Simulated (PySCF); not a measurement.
**Orbital picture of BePb**

r²SCAN at R = 2.428 Å; basis Be def2-SVPD, Pb def2-SVPD with ECP60; scalar-relativistic core potentials; PySCF 2.14. State: ³Σ⁻ (triplet), unpaired electrons π ↑↑. Only the outer orbitals are listed, counted within each symmetry, core potentials removing the inner ones.

| spin | orbital | occ. | ε (eV) | on Be (%) | main shells (%) |
| --- | --- | --- | --- | --- | --- |
| α | 5σ | 1 | -13.00 | 7 | 92 Pb s |
| α | 6σ | 1 | -6.55 | 57 | 55 Be s, 36 Pb p |
| α | 3π | 1 | -4.53 | 22 | 77 Pb p, 22 Be p |
| α | 3π | 1 | -4.53 | 22 | 77 Pb p, 22 Be p |
| α | 7σ | 0 | -3.28 | 72 | 37 Be p, 36 Be s, 26 Pb p |
| α | 4π | 0 | -1.52 | 71 | 71 Be p, 24 Pb p |
| α | 4π | 0 | -1.52 | 71 | 71 Be p, 24 Pb p |
| β | 5σ | 1 | -11.73 | 11 | 88 Pb s |
| β | 6σ | 1 | -5.94 | 70 | 68 Be s, 26 Pb p |
| β | 7σ | 0 | -3.52 | 63 | 59 Be p, 29 Pb p |
| β | 3π | 0 | -2.84 | 49 | 51 Pb p, 50 Be p |
| β | 3π | 0 | -2.84 | 49 | 51 Pb p, 50 Be p |

Which are the highest filled and the lowest empty level, where do they sit, and how wide is the gap?

Highest filled α 3π at -4.53 eV (in %: 77 Pb p, 22 Be p); lowest empty β 7σ at -3.52 eV (in %: 59 Be p, 29 Pb p); the gap at r²SCAN is 1.01 eV.

* bond order (Mayer): 1.59
* ⟨S²⟩: 2.066
* charge on Be (Mulliken, basis-dependent): 0.10
* charge on Be (Löwdin, basis-dependent): 0.08
* dipole moment (positive dipole means Be(−)Pb(+)): -0.80 D

Spin–orbit coupling is left out, which matters for elements this heavy, above all for dissociation energies. The state was picked by a PBE0 search and need not be the measured ground state.
